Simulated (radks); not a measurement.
The numbers below are computed, except where a source is named.
Question: All-electron atom: the titanium ion Ti4+ in [He] 2s2 2p5 3s2 3p6 3d1 (not the ground configuration). Code: a radial shooting solver on a logarithmic mesh with Libxc functionals. Model: Dirac Kohn-Sham, HCTH/407, spin-unpolarised, spherical densities, point nucleus; open shells fill j = l - 1/2 first. Some entries of the table are withheld. Estimate them.

| orbital | occ. | eigenvalue (Ry) | r(max) (bohr) | <r^2> (bohr^2) |
|---|---|---|---|---|
| 1s1/2 | 2 | -366.0081 | 0.04559 | (1) |
| 2s1/2 | 2 | (2) | 0.2663 | 0.1205 |
| 2p1/2 | 2 | (3) | 0.2149 | 0.09738 |
| 2p3/2 | 3 | (4) | 0.2170 | 0.09903 |
| 3s1/2 | 2 | -8.85653 | 0.8326 | 1.019 |
| 3p1/2 | 2 | -7.07778 | (5) | (6) |
| 3p3/2 | 4 | -7.01816 | (7) | (8) |
| 3d3/2 | 1 | (9) | 0.8081 | 1.354 |
| 3d5/2 | 0 | (10) | 0.8096 | 1.359 |

Answer: 
(1) 1s1/2 <r^2> (bohr^2): 0.006513
(2) 2s1/2 eigenvalue (Ry): -46.08414
(3) 2p1/2 eigenvalue (Ry): -39.91671
(4) 2p3/2 eigenvalue (Ry): -39.47179
(5) 3p1/2 r(max) (bohr): 0.8417
(6) 3p1/2 <r^2> (bohr^2): 1.111
(7) 3p3/2 r(max) (bohr): 0.8471
(8) 3p3/2 <r^2> (bohr^2): 1.125
(9) 3d3/2 eigenvalue (Ry): -4.21175
(10) 3d5/2 eigenvalue (Ry): -4.20435
